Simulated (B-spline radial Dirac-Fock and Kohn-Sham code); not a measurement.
**Dipole and non-dipole photoemission parameters of Cr⁵⁺ 3p3/2**

System: chromium as Cr⁵⁺ in the configuration [Ar] 3d1; threshold 135.0 eV (orbital energy of the model). Model: Dirac-Hartree-Slater photoionisation with a Latter tail; cross sections with all multipoles, angular parameters from the dipole term and its interference with E2. Program: a radial atomic solver.

For linearly polarised light dσ/dΩ = σ/(4π) [1 + β P₂(cos θ) + (δ + γ cos²θ) sin θ cos φ], with θ from the polarisation vector and φ the angle between the beam and the projection of the electron momentum on the plane normal to the polarisation.

| hν (eV) | σ (kb) | β | γ | δ |
| --- | --- | --- | --- | --- |
| 150 | 917 | 0.894 | 0.118 | 0.018 |
| 185 | 787 | 1.267 | 0.062 | 0.003 |
| 200 | 728 | 1.350 | 0.039 | 0.001 |
| 223 | 642 | 1.438 | 0.012 | 0.000 |
| 224 | 638 | 1.441 | 0.011 | 0.000 |
| 309 | 397 | 1.588 | -0.021 | 0.001 |
| 600 | ? | ? | ? | ? |
| 697 | 79.2 | 1.609 | 0.141 | 0.008 |
| 1020 | 32.4 | 1.539 | 0.293 | 0.014 |
| 1253.6 | 19.2 | 1.485 | 0.387 | 0.019 |
| 1380 | 15.0 | 1.457 | 0.432 | 0.022 |
| 1410 | 14.2 | 1.450 | 0.442 | 0.023 |
| 1450 | 13.2 | 1.441 | 0.456 | 0.024 |
| 1580 | 10.5 | 1.413 | 0.497 | 0.027 |
| 2110 | 4.73 | 1.311 | 0.640 | 0.040 |
| 2770 | 2.16 | 1.201 | 0.777 | 0.057 |
| 2984.4 | 1.73 | 1.170 | 0.814 | 0.063 |
| 3610 | 0.971 | 1.086 | 0.907 | 0.079 |
| 4000 | 0.707 | 1.040 | 0.957 | 0.090 |
| 6000 | 0.193 | 0.850 | 1.136 | 0.141 |
| 6370 | 0.158 | 0.822 | 1.160 | 0.151 |
| 9810 | 0.0368 | 0.624 | 1.317 | 0.231 |
| 11300 | 0.0225 | 0.562 | 1.362 | 0.262 |

Q: Give the values at 600 eV.

A: σ = 110 kb, β = 1.625, γ = 0.094, δ = 0.007.

Values without a named source are computed, but for edge energies of neutral atoms, which are taken from tables.
